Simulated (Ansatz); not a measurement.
```xyz
15

C     0.361   -2.304   -0.565
C     1.005   -1.419    0.473
O     0.088   -0.433    0.964
C    -0.030    0.661    0.221
O     0.573    0.906   -0.790
O    -0.933    1.451    0.793
C    -1.164    2.677    0.109
H     0.093   -1.728   -1.451
H    -0.536   -2.782   -0.166
H     1.061   -3.087   -0.866
H     1.886   -0.915    0.072
H     1.288   -1.987    1.360
H    -1.525    2.492   -0.903
H    -0.248    3.268    0.057
H    -1.920    3.200    0.691
```

The species carries charge 0 and has multiplicity 1.

(1) List the ωB97M-V/def2-TZVPP orbital energies in eV (Ansatz). (Best estimate.)

Results:

(1) The calculation gave: Occupied: -527.41, -527.34, -525.62, -286.13, -283.06, -282.94, -281.31, -34.84, -32.43, -31.35, -24.68, -23.08, -20.92, -18.64, -18.08, -17.00, -16.58, -15.57, -15.31, -14.81, -14.06, -13.50, -13.14, -12.85, -12.15, -11.27, -11.14, -10.85. Lowest empty: 2.78, 3.25, 3.64, 3.81, 3.96, 4.37, 4.70, 4.87.
